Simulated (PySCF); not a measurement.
## Energy of Cr (chromium, neutral) between two integer charges

The 4s alpha orbital of [Ar] 3d5 4s1 is emptied in steps (occupation f), with all orbitals relaxed, ending at [Ar] 3d5. Computed with PySCF 2.14 in def2-TZVPPD (6s6p4d2f1g, 67 functions), with the non-relativistic Hamiltonian (point nucleus). The exact energy is a straight line in f; departures are measured from the line between the end points of the same method.

| f | HSE06 (eV) |
| --- | --- |
| 1 | 0.000 |
| 0.9 | -0.222 |
| 0.7 | -0.520 |
| 0.5 | -0.618 |
| 0.3 | -0.520 |
| 0.1 | -0.223 |
| 0 | 0.000 |

Problem. For HSE06, how does the orbital energy at f = 1 compare with the removal energy?

Solution. −ε = 4.530 eV against a total-energy difference of 7.000 eV. By Janak's theorem ε = ∂E/∂f, so the gap between them reflects the curvature. Along the path −ε is 5.020 (f = 0.9), 6.009 (f = 0.7), 7.000 (f = 0.5), 7.985 (f = 0.3), 8.979 (f = 0.1) eV.

Reference removal energy between the ground levels: 6.767 eV (measured; NIST Atomic Spectra Database, ionization energies).
